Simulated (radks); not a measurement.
Fractional charge and spin in the 5p shell of rhenium: the spin-up occupation runs from 2 to 3 and the spin-down occupation from 2 to 3; the fullest corner is Re3+, [Kr] 4d10 4f14 5s2 5d(up 2, down 2) 5p(up 3, down 3). Method: scalar-relativistic Kohn-Sham, SCAN, spin-polarised, spherical densities, finite nucleus; meta-GGA in the generalised Kohn-Sham scheme; Fermi nuclear charge, rms radius of each element as measured or else 0.836 A^(1/3) + 0.57 fm; computed with a radial shooting solver on a logarithmic mesh with Libxc functionals. Energy (eV) above the fullest corner. The planes named below are the two flat planes that join the four corners, with an edge along up + down = one added electron.

\begin{tabular}{lrrr}
down \ up & 2 & 2.5 & 3 \\ \hline
2 & 186.829 & 133.830 & 84.760 \\
2.5 & 133.830 & 85.216 & 40.476 \\
3 & 84.760 & 40.476 & 0.000 \\
\end{tabular}

Corners above the fullest one (they belong to Re4+ and the next ion): (up 3, down 2) 84.760 eV, (up 2, down 3) 84.760 eV, (up 2, down 2) 186.83 eV. With half an added electron in each spin the energy lies 0.456 eV from the planes, and with half an added electron in spin up alone -1.964 eV. The planes are only a guide here: the flat-plane condition holds for ground states with one frontier orbital, while this shell lies below other occupied shells, so the corners above the fullest one are inner-hole states and not the ground states of those ions.
